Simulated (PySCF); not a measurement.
Species: `O=CN1[SiH2]CCC1`. The columns A, B, C and D hold Mulliken, IAO, Hirshfeld and ESP-fitted charges (e) of one PBE0/pcSseg-1 density (PySCF), in a shuffled order. Coordinates in Å (GFN2-xTB); the density's dipole moment is (-2.88, -2.08, -2.12) D.

| atom | x | y | z | A | B | C | D |
| --- | --- | --- | --- | --- | --- | --- | --- |
| O1 | 2.655 | 1.235 | 0.942 | -0.283 | -0.444 | -0.504 | -0.486 |
| C2 | 2.210 | 0.527 | 0.067 | +0.130 | +0.453 | +0.333 | +0.309 |
| N3 | 0.908 | 0.261 | -0.033 | -0.137 | -0.776 | -0.151 | -0.452 |
| C4 | 0.299 | -0.555 | -1.059 | -0.018 | +0.053 | -0.195 | -0.153 |
| C5 | -1.007 | -1.084 | -0.471 | -0.067 | -0.247 | +0.109 | -0.250 |
| C6 | -1.663 | 0.063 | 0.304 | -0.163 | -0.548 | -0.374 | -0.553 |
| Si7 | -0.196 | 0.943 | 1.152 | +0.384 | +0.791 | +0.519 | +0.873 |
| H8 | 2.849 | 0.052 | -0.702 | +0.046 | +0.067 | +0.058 | +0.102 |
| H9 | 0.971 | -1.366 | -1.353 | +0.047 | +0.125 | +0.085 | +0.143 |
| H10 | 0.095 | 0.062 | -1.943 | +0.038 | +0.122 | +0.087 | +0.131 |
| H11 | -1.655 | -1.473 | -1.257 | +0.045 | +0.130 | +0.022 | +0.143 |
| H12 | -0.777 | -1.898 | 0.219 | +0.041 | +0.129 | +0.015 | +0.137 |
| H13 | -2.419 | -0.315 | 0.986 | +0.040 | +0.146 | +0.090 | +0.151 |
| H14 | -2.169 | 0.733 | -0.391 | +0.038 | +0.143 | +0.100 | +0.146 |
| H15 | -0.230 | 2.397 | 1.049 | -0.070 | -0.075 | -0.101 | -0.120 |
| H16 | 0.124 | 0.428 | 2.478 | -0.071 | -0.070 | -0.093 | -0.121 |

Problem. Which column most likely holds the ESP-fitted charges?

Solution. C. Σ q r misses the density's dipole by 0.02 D (C), 0.80 D (D), 0.97 D (B), 1.44 D (A). Charges fitted to the outside potential are the only set here that is tied to the molecule's multipoles.

Problem. And the Hirshfeld charges?

Solution. A. The mean sizes are 0.101 e (A), 0.177 e (C), 0.267 e (D), 0.270 e (B), and Hirshfeld charges are commonly the smallest of these schemes.

As computed, A = Hirshfeld, B = Mulliken, C = ESP-fitted, D = IAO. Hydrogens on carbon: Hirshfeld +0.04 to +0.05, Mulliken +0.07 to +0.15, ESP-fitted +0.02 to +0.10, IAO +0.10 to +0.15 e.

The Mulliken scheme gives each basis function's population to the atom it is centred on and halves the overlap population of two atoms between them. The Hirshfeld scheme divides the density at each point in proportion to the densities of the neutral, spherically averaged free atoms.

One conformer (not necessarily the lowest) at the GFN2-xTB geometry, without solvent, vibrations or thermal averaging.
